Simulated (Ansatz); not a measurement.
H3Cl2HfOSi, sextet, at a GFN2-xTB geometry of the parent state (such geometries of metal compounds can be far from the true shape) (the multiplicity is a formal guess) (core potentials on Hf); PBE/def2-SV(P) (Ansatz, a program for electronic structure).

Ansatz was given this input:
Ansatz 0.2 input:
```yaml
crystal:
  periodic: [false, false, false]
  atoms:
    - {symbol: Hf, position_ang: [0.03142602, -0.05717463, 0.27947347]}
    - {symbol: Cl, position_ang: [0.09395297, -0.89762153, 2.31464810]}
    - {symbol: Cl, position_ang: [0.82516158, 1.99758133, 0.17434969]}
    - {symbol: O, position_ang: [-0.54235364, -0.70919628, -1.35909606]}
    - {symbol: Si, position_ang: [-0.78546236, -0.53194320, -2.95840819]}
    - {symbol: H, position_ang: [0.51822052, -0.25687982, -3.57784500]}
    - {symbol: H, position_ang: [-1.71388321, 0.59179456, -3.14354480]}
    - {symbol: H, position_ang: [-1.35665604, -1.79688309, -3.42317893]}
basis:
  gaussian:
    orbitals: def2-SV_P_.json
hamiltonian:
  xc: pbe
magnetization: {spin_polarized: true, initial_magnetization: 5}
```
The basis file holds def2-SV(P) in the JSON format of the Basis Set Exchange.

Write the output that Ansatz gives for this input, abridged.


```
Functional definition: PBE
1169 factors; their error is unknown
mean field evaluation 1: about -36272.6715 eV, gradient 5.6e1 eV
mean field evaluation 2: about -36030.7587 eV, gradient 1.7e2 eV
mean field evaluation 4: about -36272.2238 eV, gradient 4.0e1 eV
mean field evaluation 8: about -36282.9225 eV, gradient 2.9e1 eV
mean field evaluation 16: about -36289.3335 eV, gradient 1.3e-2 eV
mean field evaluation 32: about -36289.3366 eV, gradient 2.0e-5 eV
mean field evaluation 64: about -36287.5283 eV, gradient 1.2e1 eV
mean field evaluation 96: about -36288.8641 eV, gradient 7.1e0 eV
mean field evaluation 128: about -36288.4573 eV, gradient 3.9e0 eV
mean field evaluation 160: about -36289.3272 eV, gradient 3.9e-1 eV
mean field -36289.33663949 eV, -1333.6085237054 hartree, gradient 2.6e-6 eV, S^2 8.753579; 10 other end points of the search recorded, 0 dependent functions left out
reference -36289.33670890 eV, -1333.6085262561 hartree; 38, 33 occupied and 61, 66 virtual orbitals, 1169 factors
Total energy: -36289.33670890 eV, -1333.6085262561 hartree
```
